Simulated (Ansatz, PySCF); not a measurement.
Reaction (SMILES): F[Se]F [fluoro selenohypofluorite] -> F[Se]F as doublet, charge +1 + e-
Each molecule is optimised on its own at B3LYP-D3(BJ)/def2-TZVP (Ansatz, a first-principles code).

Property: adiabatic ionisation energy (0 K, with B3LYP-D3(BJ) harmonic zero-point energies from PySCF), in eV. Valence correlation only, unless marked. UHF or UKS for open shells. No spin-orbit coupling. Frozen are the shells of the preceding noble gas and the d and f shells that filled before the atom's block. No relativistic terms. Basis-set limits of correlation are two-point, X^-3; Hartree-Fock from the larger set.

CCSD(T)/CBS(cc-pVTZ,cc-pVQZ) (Ansatz) gives 9.93 eV.

**Question.** Another calculation gave 9.66 eV. Which level was it?
A. PBE/def2-TZVPD (Ansatz)
B. M06-L/def2-TZVPD (PySCF)
C. BP86/def2-TZVPD (PySCF)
D. B3LYP/def2-TZVPD (Ansatz)

**Answer.** A, PBE/def2-TZVPD (Ansatz). The others give 9.79 (BP86), 9.91 (B3LYP), 9.48 (M06-L) eV.
